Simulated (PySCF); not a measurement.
## How methods differ on the ionisation energy of Sm(48+)

Sm(48+) [Ne] 3s2 3p2 (3P) → Sm(49+) [Ne] 3s2 3p1 (2P), as a difference of total energies. Computed with PySCF 2.14 in an uncontracted even-tempered set (18 s from 10 bohr⁻², ratio 2.5; 12 p from 14 bohr⁻², ratio 2.5; 4 d from 54 bohr⁻², ratio 2.7; 4 f from 80 bohr⁻², ratio 2.7), with the spin-free X2C one-electron Hamiltonian (Gaussian nucleus). Correlated levels: outer shells: 1s2 frozen; virtual orbitals above 40 to 60 times the deepest correlated orbital energy dropped. The calculations carry no spin-orbit coupling.

```csv
method,ionisation energy (eV)
UHF,4132.7
MP2 (outer shells),4133.3
SCS-MP2 (outer shells),4133.0
CCSD (outer shells),4133.2
CCSD(T) (outer shells),4133.2
```

Spin-orbit coupling is strong in these open shells (close to jj coupling). The scalar numbers leave it out and a first-order estimate fails, so it can dominate the gap to the real levels.

Breit and QED terms and the two-electron picture change are absent.

For comparison: 4227 ± 4 eV (theoretical estimate listed by NIST; NIST Atomic Spectra Database, ionization energies).
